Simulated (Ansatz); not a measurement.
Start from `[SiH3][CH2][GaH2]` and change one atom or group to get `[SiH3]CS`.

Ansatz, PBE0-D4/def2-TZVP geometries, multiplicity 1. Each molecule was computed in one conformer, which needn't be the lowest.

Scalar relativity is left out up to krypton.

| property | `[SiH3][CH2][GaH2]` |
| --- | --- |
| HOMO energy (PBE0/def2-TZVPP) / eV | -8.02 |
| HOMO–LUMO gap (ωB97M-V/def2-TZVPP) / eV | 10.26 |
| HOMO energy (B3LYP/def2-TZVPP) / eV | -7.80 |
| LUMO energy (PBE/def2-TZVPP) / eV | -2.39 |
| LUMO energy (ωB97M-V/def2-TZVPP) / eV | 0.09 |
| LUMO energy (B3LYP/def2-TZVPP) / eV | -1.86 |

What does the change do to each property? (Estimate.)

The calculation gave: 
```
                               property  `[SiH3]CS`  shift
     HOMO energy (PBE0/def2-TZVPP) / eV       -6.84   1.18
HOMO–LUMO gap (ωB97M-V/def2-TZVPP) / eV       10.76   0.50
    HOMO energy (B3LYP/def2-TZVPP) / eV       -6.61   1.19
      LUMO energy (PBE/def2-TZVPP) / eV       -0.88   1.51
  LUMO energy (ωB97M-V/def2-TZVPP) / eV        1.70   1.61
    LUMO energy (B3LYP/def2-TZVPP) / eV       -0.23   1.63
```

With PBE0 the HOMO rises by 1.18 eV and the LUMO rises by 1.59 eV, so the gap widens by about 0.41 eV. PBE moves the HOMO by 1.22 eV and ωB97M-V by 1.11 eV. The zero-point energy changes by -7.5 kJ/mol with -3 modes.

B3LYP here is the variant with VWN-RPA as its local correlation; programs differ in this.
